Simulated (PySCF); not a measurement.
AlB₂ClH₄ (calculated)

Calculation on a computer-drawn molecule: the log of a Hartree-Fock and frozen-core CCSD(T) single point meant for a local Hartree-Fock minimum, with one planted fault or none, to be diagnosed. Offsets are logged minus clean, where the clean run is the same molecule without the fault. The reference is restricted for singlets and unrestricted otherwise, and also for a bond in bohr or an excited solution. Adding or removing an electron swaps singlet and doublet. The excited solution moves the top pair (singlet) or top alpha electron (doublet) to the lowest empty orbital. Highest occupied and lowest empty are orbital energies over both spins, largest force is the largest gradient component, triples share is (T) over the correlation energy, the T1 limit is 0.02 restricted and 0.045 unrestricted, electrons count all cores, a negative frequency is imaginary (commonest isotopes), and the dipole is about the centre of nuclear charge. Program: PySCF 2.14.0.

```yaml
- formula: AlB2ClH4
  logged_structure:
    atoms_angstrom:
      - [B, -3.0065, -1.7623, -0.0443]
      - [Al, -1.2044, -0.5917, 0.0436]
      - [B, -0.3438, 0.0978, 1.9009]
      - [Cl, -0.9058, 1.6583, 2.5612]
      - [H, -4.1011, -1.2651, -0.1159]
      - [H, -2.9975, -2.9671, -0.0278]
      - [H, -0.4619, -0.1827, -1.303]
      - [H, 0.4889, -0.431, 2.5822]
  given:
    meant_charge: 0
    meant_multiplicity: 1
    meant_basis: "cc-pV(D+d)Z"
    logged_electrons: 44
    logged_basis_functions: 94
    logged_SCF_converged: "yes"
    logged_spin_squared: 0.0
    "logged_highest_occupied [eV]": -4.9995
    "logged_lowest_empty [eV]": -4.0435
    "logged_largest_force [hartree/bohr]": 0.058345
    "logged_dipole_magnitude [debye]": 0.88352
    logged_SCF_stable_within_its_kind: "no"
    "logged_energy_HF [hartree]": -752.72996
    possible_faults: "no fault, one electron removed, one electron added, multiplicity raised by two, geometry at a saddle point, SCF held on an excited solution, minimal basis STO-3G, one bond length entered in bohr, all coordinates scaled"
    drawn_bonds_atom: [1, 2, 3, 1, 1, 2, 3]
    drawn_bonds_other_atom: [2, 3, 4, 5, 6, 7, 8]
    drawn_bonds_order: [1, 1, 1, 1, 1, 1, 1]
  results:
    planted_fault: "SCF held on an excited solution"
    "HF_energy_offset_from_clean_run [kcal/mol]": 226.5
  notes: ["coupled-cluster numbers left out as unreliable"]
```
